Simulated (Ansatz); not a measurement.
```
atom    x (Å)    y (Å)    z (Å)
   C  -0.7175  -0.7175  -0.7175
   C  -0.7175  -0.7175   0.7175
   C  -0.7175   0.7175  -0.7175
   C  -0.7175   0.7175   0.7175
   C   0.7175  -0.7175  -0.7175
   C   0.7175  -0.7175   0.7175
   C   0.7175   0.7175  -0.7175
   C   0.7175   0.7175   0.7175
   H  -1.3008  -1.3008  -1.3008
   H  -1.3008  -1.3008   1.3008
   H  -1.3008   1.3008  -1.3008
   H  -1.3008   1.3008   1.3008
   H   1.3008  -1.3008  -1.3008
   H   1.3008  -1.3008   1.3008
   H   1.3008   1.3008  -1.3008
   H   1.3008   1.3008   1.3008
```

RHF on singlet C₈H₈ was run in several spherical basis sets with Ansatz (development build ahead of 0.2.0). Caution for RHF: no unrestricted run beside it, a lower state can exist.

Task: Rank the basis sets by the total energy that they give, lowest first, with the distance from the lowest.
A. cc-pVDZ
B. def2-SVP
C. 6-31G(d)

Result: A (0.00 eV), C (0.30 eV), B (6.61 eV).

Totals follow the description of the cores as much as that of the bonds, so this order isn't one of quality for chemistry.
